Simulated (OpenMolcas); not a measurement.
A ladder of methods for GeHCl3 (SMILES [Cl][GeH]([Cl])[Cl])

The species is GeHCl3 (5 atoms), meant as a singlet with charge 0. As SMILES, `[Cl][GeH]([Cl])[Cl]`. The shape is that of a PBE0-D4/def2-TZVP optimisation.

```xyz
5

Cl   -1.1777   -0.0128    1.7007
Ge    0.1024    0.0906    0.0062
Cl    1.1179   -1.7676   -0.1853
Cl   -1.0951    0.3856   -1.7258
H     1.1026    1.2307    0.1630
```

Each level gives the HOMO–LUMO gap (eV). The values are calculated.

| level | kind | program | value (eV) | CPU time |
| --- | --- | --- | --- | --- |
| HF/cc-pVDZ | Hartree–Fock | OpenMolcas | 15.36 | 8.3 s |
| SVWN5/cc-pVDZ | LDA | OpenMolcas | 5.39 | 14 s |
| M06-L/cc-pVDZ | meta-GGA | OpenMolcas | 6.28 | 27 s |
| r2SCAN/cc-pVDZ | meta-GGA | OpenMolcas | 6.15 | 24 s |
| BHLYP/cc-pVDZ | global hybrid | OpenMolcas | 10.29 | 19 s |
| M06-2X/cc-pVDZ | hybrid meta-GGA | OpenMolcas | 10.60 | 24 s |
| PBE0/cc-pVDZ | global hybrid | OpenMolcas | 7.96 | 18 s |
| B2PLYP/cc-pVDZ | double hybrid | OpenMolcas | 10.60 | 15 s |

All-electron rows without a relativistic Hamiltonian named are non-relativistic. The values span 5.39 to 15.36 eV. Orbital gaps aren't excitation energies, and those of double hybrids come from the SCF part alone; they tend to grow with the share of exact exchange. Times are those of the runs behind each value, whatever else they computed, on shared processors of several kinds: orders of magnitude only.
